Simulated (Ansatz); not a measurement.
Reaction (cleavage of the B–Ge bond): `F[BH][GeH2][F]` + H₂Se → `FB[SeH]` + `[F][GeH3]`

Calculated with Ansatz (gas phase, PBE0-D4/def2-TZVP geometries, no zero-point term in ΔE). CBS: MP2 limit from def2 TZ/QZ plus the TZ coupled-cluster correction, frozen cores. Functionals use def2-TZVPP. HSE06 is defined as in plane-wave codes. For Ge, Se outer-core shells are correlated without core-valence functions, which leaves a few kJ/mol of doubt a bond. Scalar relativity is left out up to krypton. One conformer a species, not always the lowest.

```csv
level,ΔE (kJ/mol),difference from CCSD(T)/CBS
r2SCAN-D4,-96.3,-3.4
r2SCANh-D4,-96.5,-3.6
r2SCAN0-D4,-96.7,-3.8
HSE06-D4,-92.7,0.2
BHLYP-D4,-92.4,0.5
CAM-B3LYP-D4,-90.1,2.8
PBE-QIDH,-97.3,-4.4
PBE,-91.1,1.8
r2SCAN0,-96.8,-3.9
CAM-B3LYP,-90.3,2.6
RPA@PBE/def2-TZVPP,-90.3,2.6
HF/def2-SVP,-96.9,-4.0
HF/def2-TZVPP,-92.8,0.1
MP2/def2-TZVPP,-101.0,-8.1
CCSD/def2-TZVPP,-91.7,1.2
HF/def2-QZVPP,-93.1,-0.2
CCSD(T)/CBS,-92.9,0
```

Largest T1 diagnostic among the species: 0.013.

At CCSD(T), def2-SVP lies −5.9 kJ/mol from the extrapolated value and def2-TZVPP −0.5 kJ/mol. Leaving LDA and LC-ωPBE aside and taking each functional with its dispersion term where it has one, the values, not all of them listed here, spread over 8.5 kJ/mol, from PBE-QIDH to BLYP-D4. LDA lies −3.9 kJ/mol from PBE without D4. From BLYP to BHLYP (50 % exact exchange), in def2-TZVPP and without D4, ΔE moves by −4.3 kJ/mol.
